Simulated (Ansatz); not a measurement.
An input meant for AgBr2⁻ (charge -1, singlet).

```yaml
crystal:
  periodic: [false, false, false]
  atoms:
    - {symbol: Ag, position_ang: [0.000167, -0.000086, -0.000072]}
    - {symbol: Br, position_ang: [-0.202033, 0.789111, -1.444631]}
    - {symbol: Br, position_ang: [0.201867, -0.789038, 1.444704]}
basis:
  gaussian: {orbitals: def2-mTZVPP, fitting: {mean_field: cc-pVTZ-jkfit}}
total_charge: -1
hamiltonian: {xc: {name: PBE}}
```

```sh
$ ansatz run in.yaml --threads 4 --pin off --events-out ev --progress --plain --max-ram 3916MiB
```

Shortened log:

```
Functional definition: PBE
Error: [file] the basis set cc-pVTZ-JKFIT has no functions for Ag
```

In the def2 sets Ag takes a core potential; there is no spin–orbit coupling. The highest occupied level of an anion often lies above zero with these methods, and sets without diffuse functions describe the outer electron poorly.
